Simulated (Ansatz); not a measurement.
Gas-phase electronic energies from Ansatz, PBE0-D4/def2-TZVP geometries. CCSD(T)/CBS adds triple-zeta CCSD(T) − MP2 to the extrapolated MP2 energy (def2 sets, frozen cores). This one scheme is used for every species. DFT in def2-TZVPP. Elements past krypton have def2 core potentials. For Sn outer-core shells are correlated without core-valence functions, which leaves a few kJ/mol of doubt a bond. Each species was taken in one conformer, which may not be the lowest.

Reaction (ligand exchange at the Sn–S bond): `[SH][Sn]([Cl])([Cl])[Cl]` + HCl → tin tetrachloride + H₂S

| level | ΔE (eV) |
| --- | --- |
| RPA@PBE/def2-TZVPP | -0.16 |
| HF/def2-TZVPP | -0.29 |

(1) What does CCSD(T)/CBS give? (Estimate.)

Largest T1 diagnostic among the species: 0.011.

Answers

(1) Ansatz gave: -0.16 eV. The listed levels differ from it by 0.00, -0.13 eV.

Leaving LDA and LC-ωPBE aside and taking each functional with its dispersion term where it has one, the values, not all of them listed here, spread over 0.09 eV, from B97M-V to PBE-D4. LDA lies +0.04 eV from PBE without D4. From BLYP to BHLYP (50 % exact exchange), in def2-TZVPP and without D4, ΔE moves by −0.04 eV.
